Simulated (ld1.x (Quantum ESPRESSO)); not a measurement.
## How hard is this magnesium (Mg) PAW potential?

ld1.x (Quantum ESPRESSO) 7.5 input, shortened:

```
&input
   title='Mg', zed=12., rel=0, dft='PBESOL', iswitch=3,
   config='[Ne] 3s2 3p0 3d-2'
 /
 &inputp
   pseudotype=3, lpaw=.true., tm=.true., lloc=-1, rcloc=2.70,
   nlcc=.true., new_core_ps=.true.,
   which_augfun='PSQ', rmatch_augfun_nc=.true.
 /
6
3S  1  0   2.00   0.00  2.40  2.70  0.0
3S  1  0   0.00   0.50  2.40  2.70  0.0
3P  2  1   0.00   0.00  2.75  3.10  0.0
3P  2  1   0.00   1.65  2.75  3.10  0.0
3D  3  2  -2.00   0.40  2.50  2.90  0.0
3D  3  2  -2.00   3.20  2.50  2.90  0.0
 &test
   configts(1)='3s2 3p0'
 /
```

The pseudo-atom Hamiltonian at the reference potential is diagonalised in spherical Bessel functions j_l(qr) that vanish at 20 bohr, with q² up to the cutoff. All-electron valence levels (Ry): 3s -0.3434, 3p -0.0965.

Q: How do the lowest levels (Ry) of each channel move with the cutoff, and are there ghosts?

A:

| cutoff (Ry) | s #1 | p #1 | p #2 | d #1 | f #1 | f #2 | Σ f·Δε (mRy) |
| --- | --- | --- | --- | --- | --- | --- | --- |
| 8 | -0.3434 | -0.0965 | 0.0453 | 0.0547 | 0.1085 | 0.2319 | 0.1 |
| 10 | -0.3434 | -0.0965 | 0.0453 | 0.0547 | 0.1085 | 0.2319 | 0.0 |
| 400 | -0.3434 | -0.0965 | 0.0453 | 0.0547 | 0.1085 | 0.2319 | 0.0 |

Result: no extra level below or beside the all-electron valence levels (s, p, d, f tested); 10 mRy is reached at 6 Ry and 1 mRy at 6 Ry.
